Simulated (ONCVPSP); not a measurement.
## Before and after: ONCV potential for indium

```json
{
 "Element": "In (Z = 49)",
 "Generator": "ONCVPSP 4.0.1",
 "Type": "optimised norm-conserving Vanderbilt (ONCV)",
 "Functional": "LDA (Perdew-Wang 92)",
 "Relativity": "scalar-relativistic",
 "Frozen core": "[Kr]",
 "Valence charge": "13",
 "Reference configuration": "4d10 5s2 5p1",
 "Partial waves": "5s: rc 1.80 bohr, ncon 4, nbas 9, qcut 4.4 1/bohr, 2 projectors, debl 1.5 Ha; 5p: rc 2.85 bohr, ncon 5, nbas 9, qcut 3.2 1/bohr, 2 projectors, debl 2.9 Ha; 4d: rc 1.15 bohr, ncon 4, nbas 7, qcut 10 1/bohr, 2 projectors, debl 2.8 Ha",
 "Local potential": "polynomial inside 0.75 bohr (lpopt 5, dvloc0 1 Ha)",
 "Core correction": "Teter function, fcfact 3.75, rcfact 1.4"
}
```

Change: core correction Teter function, fcfact 7.8, rcfact 1.4.

Cutoffs: the cutoffs (Ha) at which the residual kinetic energy of the hardest occupied pseudo-wave falls to 1 and 0.1 mHa per electron; they do not see the model core or the augmentation charge, which bear on the density cutoff. Errors are all-electron minus pseudo energies relative to the spin-unpolarised reference configuration.

Q: Predict the effect on cutoff, ghosts and configuration errors.

A: The potential gets neither clearly harder nor softer (41 Ha and 49 Ha → 41 Ha and 49 Ha); both files keep a bound ghost (p, s); of the 3 tests that both files solve, the error grows in 2 and shrinks in 0 by more than 15 % and 0.3 meV (median size 2.0 → 2.1 meV). A model core, the more so a compact one, raises the density cutoff, which this test does not measure.

```tsv
quantity	base	changed
cutoff, loose	41 Ha	41 Ha
cutoff, tight	49 Ha	49 Ha
bound ghosts	s, p	s, p
GHOST(+) flags under 300 eV	s at 52.8 eV	s at 52.8 eV
tests with a reliable result	3 of 4	3 of 4
error for 4d10 5s2 5p0, meV [ΔE 5.59 eV]	-2.0	-2.1
error for 4d10 5s1 5p0, meV [ΔE 25.24 eV]	-8.5	-11
error for 4d10 5s1 5p2, meV [ΔE 5.94 eV]	-0.4	-0.9
s: phases at 1.83 bohr within 0.05 rad from the reference energy up to (Ha; the scan ends near 5)	1.9	1.9
p: phases at 2.90 bohr within 0.05 rad from the reference energy up to (Ha; the scan ends near 5)	1.9	1.9
d: phases at 1.17 bohr within 0.05 rad from the reference energy up to (Ha; the scan ends near 5)	to the end of the scan	to the end of the scan
rms error of d²Exc/dni dnj with the model core, mHa	1.24	0.43
```

 A true bound ghost makes a file unfit for plane-wave use even where its test errors are small: the radial tests pick states by their node count and pass the ghost by.
